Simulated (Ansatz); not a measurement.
Basis-set extrapolation for C$_{2}$H$_{7}$FSSi, SMILES `C[SiH](S)CF` (PBE0-D4/def2-TZVP geometry, frozen core, Ansatz 0.2.0). Multiplicity 1, RHF reference.

```
                      def2-TZVPP   def2-QZVPP
                 HF  -865.848773  -865.877169
    MP2 correlation    -0.899808    -0.972065
CCSD(T) correlation    -0.991891      not run
```

Energies in hartree. Use E(X) = E(∞) + A·exp(−7.88·√X) for Hartree–Fock and E(X) = E(∞) + B·X^(−2.97) for correlation, with X = 3 and 4, and add CCSD(T) minus MP2 of the smaller set to the MP2 limit.

Task: What is the CCSD(T) energy at the basis-set limit?

Result: HF limit: -865.877169 + (-0.028396) × 0.13774 = -865.88108. MP2 limit: -0.972065 + (-0.072257) × 0.74074 = -1.02559. Higher-order term: -0.991891 − (-0.899808) = -0.09208. Total: -866.99875 hartree, 415.1 kJ/mol below CCSD(T)/def2-TZVPP.
